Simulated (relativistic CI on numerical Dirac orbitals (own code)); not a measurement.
# Line list: Electric-dipole lines, Al⁵⁺

Method of calculation: Dirac-Coulomb-Breit CI, separate exchange-only KLI orbitals for each configuration, model QED, valence Slater integrals scaled by 0.85, P86 correlation estimate, and configurations built on the next ion tied to the tabulated ionisation energy (semi-empirical) (own radial code, finite nucleus).

Configurations in the expansion (outside the closed core 1s2): 2s2 2p4, 2s2 2p3 3s, 2s2 2p3 3p, 2s2 2p3 3d, 2s2 2p3 4s, 2s 2p5, 2p6, 2p5 3s, 2p5 3p, 2s 2p4 3s, 2p5 3d, 2s2 2p3 4p, 2s 2p4 3p, 2s2 2p3 4d, 2s2 2p3 4f, 2s 2p4 3d, 2s2 2p2 3s2, 2s2 2p2 3s 3p, 2s2 2p2 3p2, 2s2 2p2 3s 3d, 2s 2p4 4s, 2s 2p4 4p, 2s2 2p2 3p 3d, 2s 2p4 4d. Levels of other configurations are missing.

| λ vac (Å) | Lower | Upper | A (s⁻¹) | gf | Branching (%) |
| --- | --- | --- | --- | --- | --- |
| 72.783 | 2s2 2p4 3P_2 [1] | 2s2 2p3 4d 3D°_3 [233] | 7.70e+10 | 4.28e-01 | 91.2 |
| 74.693 | 2s2 2p4 3P_2 [1] | 2s2 2p3 4d 3P°_2 [174] | 9.64e+10 | 4.03e-01 | 73.8 |
| 74.889 | 2s2 2p4 3P_2 [1] | 2s2 2p3 4d 3D°_3 [168] | 8.37e+10 | 4.92e-01 | 92.5 |
| 76.561 | 2s2 2p4 1D_2 [4] | 2s2 2p3 4d 1F°_3 [182] | 2.44e+11 | 1.50e+00 | 96.1 |
| 76.605 | 2s2 2p4 1S_0 [5] | 2s2 2p3 4d 1P°_1 [264] | 2.84e+11 | 7.49e-01 | 92.9 |
| 76.701 | 2s2 2p4 1D_2 [4] | 2s2 2p3 4d 1D°_2 [178] | 1.99e+11 | 8.80e-01 | 95.7 |
| 86.164 | 2s2 2p4 3P_2 [1] | 2s2 2p3 3d 3D°_3 [82] | 1.33e+11 | 1.03e+00 | 97.6 |
| 86.399 | 2s2 2p4 3P_1 [2] | 2s2 2p3 3d 3D°_2 [81] | 1.15e+11 | 6.44e-01 | 67.4 |
| 87.697 | 2s2 2p4 3P_2 [1] | 2s2 2p3 3d 3S°_1 [73] | 1.59e+11 | 5.52e-01 | 47.7 |
| 87.848 | 2s2 2p4 3P_2 [1] | 2s2 2p3 3d 3P°_1 [71] | 1.64e+11 | 5.68e-01 | 55.0 |
| 87.916 | 2s2 2p4 3P_2 [1] | 2s2 2p3 3d 3P°_2 [69] | 2.21e+11 | 1.28e+00 | 73.9 |
| 88.359 | 2s2 2p4 3P_2 [1] | 2s2 2p3 3d 3D°_3 [66] | 1.88e+11 | 1.54e+00 | 99.1 |
| 88.570 | 2s2 2p4 3P_1 [2] | 2s2 2p3 3d 3D°_2 [67] | 1.34e+11 | 7.86e-01 | 79.9 |
| 88.632 | 2s2 2p4 1D_2 [4] | 2s2 2p3 3d 1F°_3 [85] | 2.78e+11 | 2.30e+00 | 99.3 |
| 88.870 | 2s2 2p4 1D_2 [4] | 2s2 2p3 3d 1D°_2 [84] | 1.92e+11 | 1.14e+00 | 89.0 |
| 90.141 | 2s2 2p4 1D_2 [4] | 2s2 2p3 3d 1F°_3 [74] | 2.45e+11 | 2.09e+00 | 97.5 |
| 90.898 | 2s2 2p4 1D_2 [4] | 2s2 2p3 3d 1D°_2 [70] | 1.36e+11 | 8.45e-01 | 74.0 |
| 90.918 | 2s2 2p4 1S_0 [5] | 2s2 2p3 3d 1P°_1 [86] | 3.87e+11 | 1.44e+00 | 94.6 |
| 92.308 | 2s2 2p4 3P_2 [1] | 2s2 2p3 3d 3D°_3 [55] | 1.47e+11 | 1.31e+00 | 98.9 |
| 92.557 | 2s2 2p4 3P_1 [2] | 2s2 2p3 3d 3D°_2 [54] | 1.05e+11 | 6.76e-01 | 72.9 |
| 107.73 | 2s2 2p4 1D_2 [4] | 2s2 2p3 3s 1D°_2 [16] | 7.30e+10 | 6.35e-01 | 98.9 |
| 438.51 | 2s2 2p3 3d 3F°_4 [75] | 2s2 2p3 4f 3G_5 [256] | 2.15e+10 | 6.81e+00 | 96.5 |
| 439.61 | 2s2 2p3 3d 3F°_3 [76] | 2s2 2p3 4f 3G_4 [254] | 1.63e+10 | 4.25e+00 | 73.3 |
| 453.81 | 2s2 2p3 3d 3F°_4 [60] | 2s2 2p3 4f 3G_5 [192] | 1.54e+10 | 5.22e+00 | 80.1 |
| 455.48 | 2s2 2p3 3d 5D°_3 [45] | 2s2 2p3 4f 5F_4 [126] | 1.54e+10 | 4.31e+00 | 83.2 |
| 455.49 | 2s2 2p3 3d 5D°_2 [46] | 2s2 2p3 4f 5F_3 [127] | 1.27e+10 | 2.76e+00 | 68.5 |
| 455.50 | 2s2 2p3 3d 5D°_4 [44] | 2s2 2p3 4f 5F_5 [125] | 1.84e+10 | 6.31e+00 | 99.9 |
| 460.28 | 2s2 2p3 3d 3G°_3 [61] | 2s2 2p3 4f 3H_4 [202] | 1.29e+10 | 3.69e+00 | 65.3 |
| 460.40 | 2s2 2p3 3d 3G°_5 [62] | 2s2 2p3 4f 3H_6 [200] | 2.00e+10 | 8.26e+00 | 99.9 |
| 460.41 | 2s2 2p3 3d 3G°_4 [63] | 2s2 2p3 4f 3H_5 [199] | 1.91e+10 | 6.68e+00 | 95.6 |
| 463.64 | 2s2 2p3 3d 1G°_4 [64] | 2s2 2p3 4f 1H_5 [201] | 1.95e+10 | 6.90e+00 | 97.2 |
| 486.28 | 2s2 2p3 3d 3D°_2 [54] | 2s2 2p3 4f 3F_3 [134] | 1.60e+10 | 3.96e+00 | 84.9 |
| 486.75 | 2s2 2p3 3d 3D°_3 [55] | 2s2 2p3 4f 3F_4 [133] | 1.79e+10 | 5.73e+00 | 95.5 |
| 1056.0 | 2s2 2p3 3p 5P_2 [18] | 2s2 2p3 3d 5D°_3 [45] | 1.04e+09 | 1.22e+00 | 66.6 |
| 1060.0 | 2s2 2p3 3p 5P_3 [19] | 2s2 2p3 3d 5D°_4 [44] | 1.54e+09 | 2.34e+00 | 100.0 |
| 1064.0 | 2s2 2p3 3p 3F_3 [32] | 2s2 2p3 3d 3G°_4 [63] | 1.52e+09 | 2.32e+00 | 96.7 |
| 1065.6 | 2s2 2p3 3p 3P_2 [24] | 2s2 2p3 3d 3D°_3 [55] | 1.49e+09 | 1.78e+00 | 1.0 |
| 1065.9 | 2s2 2p3 3p 3D_3 [41] | 2s2 2p3 3d 3F°_4 [75] | 1.55e+09 | 2.38e+00 | 95.5 |
| 1067.2 | 2s2 2p3 3p 3F_4 [33] | 2s2 2p3 3d 3G°_5 [62] | 1.56e+09 | 2.93e+00 | 100.0 |
| 1078.6 | 2s2 2p3 3p 1F_3 [34] | 2s2 2p3 3d 1G°_4 [64] | 1.51e+09 | 2.37e+00 | 99.1 |
| 1294.0 | 2s2 2p3 3s 5S°_2 [11] | 2s2 2p3 3p 5P_3 [19] | 7.22e+08 | 1.27e+00 | 100.0 |
| 1300.5 | 2s2 2p3 3s 3D°_3 [15] | 2s2 2p3 3p 3F_4 [33] | 7.44e+08 | 1.70e+00 | 99.6 |
| 1304.2 | 2s2 2p3 3s 3D°_2 [13] | 2s2 2p3 3p 3F_3 [32] | 7.03e+08 | 1.26e+00 | 93.5 |
| 1382.6 | 2s2 2p3 3s 3D°_3 [15] | 2s2 2p3 3p 3D_3 [30] | 5.49e+08 | 1.10e+00 | 69.8 |
| 1409.9 | 2s2 2p3 3s 1D°_2 [16] | 2s2 2p3 3p 1F_3 [34] | 5.79e+08 | 1.21e+00 | 96.4 |

Terms are leading LS components. Brackets give the number of a level in order of energy, since labels repeat. The list gives strong lines, with weight on those to low levels, without configurations that were not tied to measured data, without lines whose two gauges differ by over a factor of 2.5, among the lowest 300 of 768 levels, so that lines to higher ones, which can be the strongest, are missing. Levels whose partners in the same complex of configurations lie outside the list can be far off, and so can their lines. Rates are taken at the computed energies, electric ones in the length gauge.

Configurations that consist of the next ion and one excited electron were tied to the tabulated ionisation energy; Rydberg ones are usually within 1,000 to 3,000 cm⁻¹ and the lowest ones within about 6,000 (9,000 in d shells), while levels on excited terms of the next ion carry the error of that term, and the other configurations can be misplaced by 10,000 cm⁻¹ or more. Rates follow the energies as ν³ (E1, M1) or ν⁵ (E2), so rates, branching and lifetimes can be off by large factors. 44 of the 46 excited levels that our extract of the measured tables holds in this range could be paired (the sources list more); they are missed by 5748 cm⁻¹ on average and 26892 at most, and levels without a partner can miss by more.
